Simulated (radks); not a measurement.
The fluorine anion F-, [Ne], held by a Watson sphere: a shell of charge +1 at radius R that stands for the Madelung well of a crystal (potential energy -1/R inside, -1/r outside, in hartree with lengths in bohr). Calculated with a radial shooting solver on a logarithmic mesh with Libxc functionals: scalar-relativistic Kohn-Sham, r2SCAN, spin-polarised, spherical densities, finite nucleus; meta-GGA in the generalised Kohn-Sham scheme; Fermi nuclear charge, rms radius of each element as measured or else 0.836 A^(1/3) + 0.57 fm.

| R (bohr) | e(1s) (eV) | e(2s) (eV) | e(2p) (eV) | <r> 2p (bohr) | sum of <r^2> (bohr^2) | X-ray form factor at sin(theta)/lambda = 0.1 1/angstrom |
|---|---|---|---|---|---|---|
| 1.71 | -665.34 | -30.149 | -10.432 | 1.184 | 13.98 | 9.064 |
| 2.07 | -664.80 | -28.847 | -9.283 | 1.214 | 14.76 | 9.022 |
| 2.46 | -664.06 | -27.678 | -8.191 | 1.238 | 15.43 | 8.988 |
| 3.07 | -662.94 | -26.242 | -6.794 | 1.264 | 16.22 | 8.952 |
| 3.12 | -662.85 | -26.142 | -6.694 | 1.265 | 16.27 | 8.949 |
| 3.69 | -661.95 | -25.136 | -5.692 | 1.280 | 16.78 | 8.929 |
| 3.91 | -661.65 | -24.808 | -5.363 | 1.284 | 16.93 | 8.923 |

Estimate the row for R = 3.3 bohr.

Answer. e(1s) (eV) -662.55; e(2s) (eV) -25.797; e(2p) (eV) -6.352; <r> 2p (bohr) 1.270; sum of <r^2> (bohr^2) 16.45; X-ray form factor at sin(theta)/lambda = 0.1 1/angstrom 8.942.
